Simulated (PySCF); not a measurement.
Gas-phase reaction: 4 Ga(CH3)3 + Ga2H6 ⇌ 6 GaH(CH3)2

Method: PySCF energies plus ideal-gas RRHO corrections (1 bar). † marks an energy on the PBE0/def2-TZVP geometry and frequencies; other levels use their own. MP2 and CCSD(T) freeze the core. 6-31G* has spherical d functions here. All species are closed-shell singlets. B3LYP is the form with VWN-RPA correlation. Ga: all electrons, no relativistic terms. Methyl groups turn as free rotors in Ga(CH3)3, GaH(CH3)2. Ga2H6, GaH(CH3)2: computed as isolated molecules; such fragments, hydroxides, amides, oligomers or adducts are transient or little studied in the gas. MP2 isn't extrapolated to the basis-set limit; its ΔH°(298 K) is 98.4 kJ in def2-SVP and 117.6 kJ in def2-TZVPP. CCSD(T) isn't extrapolated to the basis-set limit. The harmonic model lacks anharmonicity and excited electronic states, which grow with temperature; levels with a mode under 35 cm⁻¹ are left out.

```
level               ΔE electronic, kJ  ΔH°(298 K), kJ  ΔS°(298 K), J/K  ΔG°(2000 K), kJ
------------------  -----------------  --------------  ---------------  ---------------
B3LYP/6-31G*                       83              75              196             -291
CCSD(T)/def2-SVP†                 110             100              196             -269
M06-2X/def2-TZVP†                 123             113              196             -256
MP2/def2-SVP†                     108              98              196             -271
PBE0/def2-QZVP†                   113             103              196             -266
PBE0/def2-SVP†                    114             104              196             -265
r2SCAN/def2-TZVP†                 127             117              196             -252
LDA/def2-TZVP†                    159             149              196             -220
ωB97M-V/def2-TZVP†                112             102              196             -267
ωB97X-V/def2-TZVP†                112             103              196             -267
```
ΔH° is lowest at B3LYP/6-31G* and highest at LDA/def2-TZVP†. No reference value is set beside these.
